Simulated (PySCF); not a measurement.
# C₂H₆N, SMILES `C[N]C` (charge 0, multiplicity 2)

All values below come from PySCF with TPSS-D3(BJ)/def2-TZVP // TPSS-D3(BJ)/def2-SVP.

```
Item                                                   Value
-----------------------------  -----------------------------
highest occupied spin orbital                       -5.51 eV
dipole moment                                         1.39 D
total energy                                    -134.5863 Ha
cost                           around 5 core-minutes (rough)
```

Bonded distances (Å): C1–N2 1.438, C1–H4 1.111, C1–H5 1.111, C1–H6 1.113, N2–C3 1.438, C3–H7 1.113, C3–H8 1.111, C3–H9 1.111. Bond angles (°): N2–C1–H4 109.3, N2–C1–H5 109.2, N2–C1–H6 115.5, H4–C1–H5 105.1, H4–C1–H6 108.7, H5–C1–H6 108.5, C1–N2–C3 115.6, N2–C3–H7 115.5, N2–C3–H8 109.3, N2–C3–H9 109.3, H7–C3–H8 108.6, H7–C3–H9 108.6, H8–C3–H9 105.1.
Charge 0, spin multiplicity 2.
